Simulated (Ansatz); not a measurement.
Species: CH7BN2, SMILES `CNBN` (C–N–B–N torsion 180°) (charge 0, multiplicity 1), formula CH7BN2.

### Question
How many basis functions does frozen-core CCSD(T)/cc-pVTZ // B3LYP-D3(BJ)/def2-TZVP in Ansatz (a program for electronic structure) use, how many core orbitals are frozen, and how many electrons are correlated?

### Answer
218 basis functions and 4 frozen orbitals, which leaves 24 correlated electrons. Core time is of the order of minutes.
